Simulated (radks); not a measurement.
Polarisability of the scandium ion Sc2+, [Ar] 3d1, at imaginary frequency. All-electron calculation, non-relativistic Kohn-Sham, LDA (Slater exchange, Perdew-Wang correlation), spin-polarised, spherical densities, point nucleus; open shells are filled with parallel spins first. Program: a radial shooting solver on a logarithmic mesh with Libxc functionals. Response by self-consistent Sternheimer equations with the Hartree and adiabatic LDA kernel.

w (hartree),alpha1(iw) (bohr^3)
0.00266,4.944
0.0143,4.938
0.0360,4.909
0.0697,4.818
0.118,4.621
0.186,4.296
0.280,3.873
0.413,3.401
0.605,2.888
0.892,2.308
1.35,1.651
2.12,0.9915
3.59,0.4694
6.94,0.1646
17.5,0.03657

Static values: alpha1 = 4.944 bohr^3 (0.7326 angstrom^3; uncoupled 6.486). C6 = 14.68, triple-dipole C9 = 46.74 atomic units. One-pole (London) frequency 4 C6 / (3 alpha1^2) = 0.801 hartree, against 0.684 for minus the highest occupied eigenvalue. The dipole shielding factor is 0.905, as the force sum rule N/Z = 0.905 demands.
